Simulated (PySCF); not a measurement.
# Field gradients at the hydrogen positions

Compound: C5H7FO2Si.
SMILES with atom numbers: `[O:1]=[C:2]1[CH2:3][C:4]([SiH2:5][F:6])=[CH:7][CH2:8][O:9]1` (hydrogens: H10, H11 on C3; H12, H13 on Si5; H14 on C7; H15, H16 on C8)

Structure used (GFN2-xTB), in Å, numbered top down from 1:
```xyz
16
C5H7FO2Si angstrom
O     -1.1380   -2.7277   -0.6552
C     -1.0931   -1.5800   -0.3098
C     -0.0330   -1.0209    0.6248
C      0.4830    0.2801    0.0757
Si     2.3389    0.5964    0.0451
F      2.8621    0.2529    1.5300
C     -0.4469    1.1133   -0.3853
C     -1.8743    0.6638   -0.3548
O     -1.9944   -0.6982   -0.7549
H     -0.5142   -0.8409    1.5928
H      0.7497   -1.7649    0.7647
H      2.6287    2.0049   -0.1642
H      3.0346   -0.3427   -0.8200
H     -0.2214    2.0753   -0.8130
H     -2.5032    1.2249   -1.0479
H     -2.2861    0.7726    0.6605
```

Level: PBE0/pcSseg-1 (PySCF, non-relativistic); Q(2H) = 0.00286 b; rigid geometry, the same for H and D, with no vibrational averaging.

**Question.** Rank these positions by the coupling χzz of a deuteron there, largest first.
A. H16 (methylene hydrogen)
B. H14 (vinylic hydrogen)
C. H11 (methylene hydrogen)
D. H12 (Si–H hydrogen)
E. H15 (methylene hydrogen)

**Answer.** B (224 kHz), C (203 kHz), E (198 kHz), A (188 kHz), D (111 kHz).

**Question.** Give the electric field gradient Vzz (the principal value of largest size), its asymmetry and the 2H coupling at each hydrogen.

**Answer.** 
```tsv
atom	bonded to	bond length (Å)	Vzz (au)	η	χzz (kHz)
H10	C3	1.096	0.2967	0.01	199
H11	C3	1.089	0.3023	0.04	203
H12	Si5	1.453	0.1651	0.02	111
H13	Si5	1.454	0.1637	0.01	110
H14	C7	1.077	0.3335	0.07	224
H15	C8	1.091	0.2946	0.07	198
H16	C8	1.101	0.2796	0.07	188
```

**Question.** Average by the element that carries the hydrogen.

**Answer.** on C: 202 kHz over 5 positions, mean bond length 1.091 Å; on Si: 110 kHz over 2 positions, mean bond length 1.454 Å.

**Question.** How does χzz go with the bond length over the 5 C–H bonds?

**Answer.** A straight-line fit has a slope of -14.2 kHz for each 0.01 Å, with a correlation coefficient of -0.97, over lengths from 1.077 to 1.101 Å. The longer bonds have the smaller couplings here.

**Question.** Give the 2H NMR doublet splittings at H11 for a magnetic field along the z, y and x axes of the gradient: 3χ/2, 3χ(1 + η)/4, 3χ(1 − η)/4.

**Answer.** With |χ| = 203.2 kHz and η = 0.038: 305, 158 and 147 kHz, to first order and without motion.

Isolated species at its GFN2-xTB geometry (one conformer only). GFN2-xTB bond lengths can be off by several hundredths of an ångström, more for odd bonds, and the gradients follow them. With so small a basis the couplings can be 20 % off.
